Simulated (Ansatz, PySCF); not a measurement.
Reaction (SMILES): CCCC → CC(C)C [2-methylpropane]
Structures are relaxed separately at B3LYP-D3(BJ)/def2-TZVP in Ansatz (a quantum-chemistry and plane-wave program), one conformer each, not searched for the lowest.

Property: isomerisation energy (enthalpy at 298 K, with B3LYP-D3(BJ) rigid-rotor harmonic-oscillator terms from PySCF), in kcal/mol. Valence correlation only, unless marked. Spin-orbit coupling is left out. Non-relativistic. Basis-set limits of correlation are two-point, X^-3; Hartree-Fock from the larger set. The bracket is a focal-point correction in the basis named.

From measured enthalpies of formation at 298 K: -2.3 kcal/mol (CCCC -30.1, ATcT 1.112; CC(C)C -32.4, ATcT 1.112). It holds spin-orbit effects, and any other conformers, which the calculations lack, and core correlation, which the frozen-core levels lack.

```tsv
level	program	isomerisation energy (kcal/mol)	error against measurement
HF/aug-cc-pVDZ	Ansatz	-0.8	1.5
revPBE/def2-TZVPD	Ansatz	-0.6	1.7
MP2/aug-cc-pVDZ	Ansatz	-2.4	-0.1
CCSD/6-31G	Ansatz	-1.6	0.7
CCSD/6-31G*	Ansatz	-1.6	0.7
CCSD(T)/aug-cc-pVDZ	Ansatz	-2.1	0.2
RI-MP2/CBS(cc-pVTZ,cc-pVQZ)+[CCSD(T)-MP2]/cc-pVTZ	Ansatz	-1.8	0.5
```
